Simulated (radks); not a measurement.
Charge is removed step by step from the 6s down level of Hf, starting from [Xe] 4f14 5d2 6s(up 1, down 1). Level of theory: scalar-relativistic Kohn-Sham, BLYP, spin-polarised, spherical densities, finite nucleus; open shells are filled with parallel spins first (spin-orbit coupling, left out, can overturn this in heavy ions); Fermi nuclear charge, rms radius 5.347 fm (a radial shooting solver on a logarithmic mesh with Libxc functionals). At the starting occupation the eigenvalue is -4.583 eV. Estimate the energy to remove one whole electron from this level, the eigenvalue at the end, and how far E(n) bends from a straight line.

Answer. Delta-SCF 7.325 eV; final eigenvalue -10.096 eV; the deviation from the straight line is -0.701 eV at 0.5 electron removed, the largest on the grid computed. Slater's transition state (half an electron removed) gives 7.301 eV. Integrating minus the eigenvalue over the occupation (Janak's theorem) gives 7.327 eV. In this scalar-relativistic scheme the density is built from large components alone, so the theorem holds only approximately. The mean slope of the eigenvalue, de/dn, is 5.51 eV per electron.
